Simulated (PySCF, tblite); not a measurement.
C5H14AlN.
SMILES with atom numbers: `[CH2:1]=[CH:2][CH2:3][N+:4]([CH3:5])([CH3:6])[AlH3-:7]` (hydrogens: H8, H9 on C1; H10 on C2; H11, H12 on C3; H13, H14, H15 on C5; H16, H17, H18 on C6; H19, H20, H21 on Al7)

Jobs on this species (21 atoms, 64 electrons) with PySCF (density fitting) and tblite. Hardware of each: an Arm Neoverse V1 with one thread (shared host). Other jobs ran on the host; a repeat could differ by tens of per cent or more.

Task: Rank these jobs by wall time, shortest first.
A. PBE0-D3(BJ)/def2-SVP, grid level 1; geometry optimisation from a GFN2-xTB start shaken at random; 172 basis functions
B. GFN2-xTB; Hessian by finite differences
C. wB97X-D/def2-SVPD; 10 singlets by full TDDFT, 4 Tamm–Dancoff triplets, polarisability, ΔSCF ions; 256 basis functions
D. PBE0/pcSseg-1; shieldings, charges and field gradients; 196 basis functions

Result: B (0.81 s), D (38 s), A (2.4 min), C (5.8 min).

All jobs:

```tsv
level and settings	work	basis functions	SCF cycles	wall time
GFN2-xTB	Hessian by finite differences	–	–	0.81 s
GFN2-xTB	L-BFGS relaxation	–	–	1.1 s
PBE0/pcSseg-1	shieldings, charges and field gradients	196	13	38 s
PBE/pcSseg-1	shieldings	196	15	49 s
PBE0-D3(BJ)/def2-SVP, grid level 1	geometry optimisation from a GFN2-xTB start shaken at random	172	60	2.4 min
delta-SCF UKS SCAN, pcX-2 on the ionised atom, pcseg-1 elsewhere, spin-free X2C	ΔSCF core ionisation, 7 holes	214	124	2.5 min
wB97X-D/def2-SVPD	10 singlets by full TDDFT, 4 Tamm–Dancoff triplets, polarisability, ΔSCF ions	256	12	5.8 min
```

Task: What do all jobs in the table cost together?

Result: About 12 min; the longest takes about 48 % of that, and about 430 times as long as the shortest.
